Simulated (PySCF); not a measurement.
**Working out the ionisation energy of Te**

Te [Kr] 4d10 5s2 5p4 (3P) → Te⁺ [Kr] 4d10 5s2 5p3 (4S). Computed with PySCF 2.14 in aug-cc-pwCVDZ-PP with ECP28MDF (6s5p4d1f, 48 functions), with scalar relativity through the core potential. Frozen: nothing. Energies in hartree (1 hartree = 27.21139 eV):

```csv
part,Te (lower),Te⁺ (upper)
UHF,-266.998935,-266.715858
MP2 opposite-spin,-0.310939,-0.297801
MP2 same-spin,-0.175929,-0.171712
```

Task: What does Hartree-Fock give?

Result: (-266.715858) − (-266.998935) = 0.283077 hartree = 7.703 eV.

Task: What do MP2 and SCS-MP2 (6/5 opposite-spin, 1/3 same-spin) give?

Result: The opposite-spin parts differ by 0.358 eV and the same-spin parts by 0.115 eV. MP2: 7.703 + (0.358) + (0.115) = 8.176 eV. SCS-MP2: 7.703 + 1.2 × (0.358) + (0.115)/3 = 8.171 eV.

Measured between the centres of the two terms (NIST): 8.749 eV, so MP2 (valence and next inner shell) is off by -0.573 eV.

A double-zeta basis recovers only part of the correlation energy.

What remains against the reference includes basis incompleteness and correlation beyond second order.
